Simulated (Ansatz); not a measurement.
`C[O][Mg][Br]` + H₂ → `C[O][MgH]` + HBr at 500 K and 1 bar (hydrogenolysis of a Mg–Br bond).

Gas-phase electronic energies from Ansatz, PBE0-D4/def2-TZVP geometries. CBS: MP2 limit from def2 TZ/QZ plus the TZ coupled-cluster correction, frozen cores. This one scheme is used for every species. For Br, Mg outer-core shells are correlated without core-valence functions, which leaves a few kJ/mol of doubt a bond. Scalar relativity is left out up to krypton. One conformer a species, not always the lowest.

```tsv
species	CCSD(T)/CBS energy (Eh)	H − E (kJ/mol)	S (J/(mol·K))
`C[O][Mg][Br]`	-2888.35255	148.0	379.6
H₂	-1.17544	41.0	145.5
`C[O][MgH]`	-315.53638	153.7	325.5
HBr	-2573.91920	30.5	213.7
```

H − E and S are ideal-gas, rigid-rotor, harmonic terms from PBE0-D4/def2-TZVP, for one conformer and one mirror image of each species. The MP2-based limit puts H₂ 0.8 mEh under its directly extrapolated value; such offsets cancel only in part. 1 Eh = 2625.50 kJ/mol, R = 8.31446 J/(mol·K).

Q: By hand: ΔE, ΔH, ΔS and ΔG.

A: ΔE = (-315.53638) + (-2573.91920) − (-2888.35255) − (-1.17544) = 0.07241 Eh = 190.1 kJ/mol. Δ(H − E) = 153.7 + 30.5 − 148.0 − 41.0 = -4.8, so ΔH = 185.3 kJ/mol. ΔS = 325.5 + 213.7 − 379.6 − 145.5 = 14.1 J/(mol·K). ΔG = 185.3 − 500 × (14.1)/1000 = 178.2 kJ/mol.

Q: By hand: the equilibrium constant, and the temperature at which ΔG would vanish if ΔH and ΔS stayed fixed.

A: log₁₀ K = −ΔG/(RT ln 10) = -18.6. ΔG = 0 at ΔH/ΔS = 13142 K, far beyond where these terms or the molecules hold.

The number of gas molecules stays the same, so ΔS is small and ΔH decides. A doubt of 5 kJ/mol in ΔE shifts log₁₀ K by 0.5 here. Other conformers and mirror images would add mixing entropy, several J/(mol·K) or more a flexible species. These are equilibria of isolated gas molecules and say nothing of rates. Largest T1 diagnostic: 0.011 (customary marks: 0.02 for closed shells, 0.045 for open ones).
